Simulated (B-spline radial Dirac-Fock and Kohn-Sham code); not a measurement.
## Dipole and non-dipole photoemission parameters of Au 5s

System: neutral gold in the configuration [Xe] 4f14 5d10 6s1; threshold 107.2 eV (tabulated edge). Level of theory: Dirac-Hartree-Slater photoionisation with a Latter tail; cross sections with all multipoles, angular parameters from the dipole term and its interference with E2; a radial B-spline solver.

For linearly polarised light dσ/dΩ = σ/(4π) [1 + β P₂(cos θ) + (δ + γ cos²θ) sin θ cos φ], with θ from the polarisation vector and φ the angle between the beam and the projection of the electron momentum on the plane normal to the polarisation.

```tsv
hν (eV)	σ (kb)	β	γ
131	55.6	0.300	-0.254
150	56.9	0.741	-0.180
179	59.0	1.125	-0.037
373	39.4	1.686	0.356
667	20.4	1.803	0.478
800	16.0	1.825	0.492
811	?	?	?
879	14.1	1.835	0.494
1253.6	8.41	1.864	0.471
1480	6.54	1.875	0.444
1486.9	6.49	1.875	0.443
1700	5.27	1.883	0.413
2000	4.07	1.891	0.367
3500	1.60	1.913	0.145
3630	1.50	1.914	0.129
5414.7	0.738	1.925	-0.047
8210	0.340	1.933	-0.163
9980	0.234	1.935	-0.170
10300	0.220	1.936	-0.167
11400	0.180	1.937	-0.149
```

Q: Give the values at 811 eV.

A: σ = 15.7 kb, β = 1.827, γ = 0.493. For an s subshell δ is negligible.

Values without a named source are computed, but for edge energies of neutral atoms, which are taken from tables.
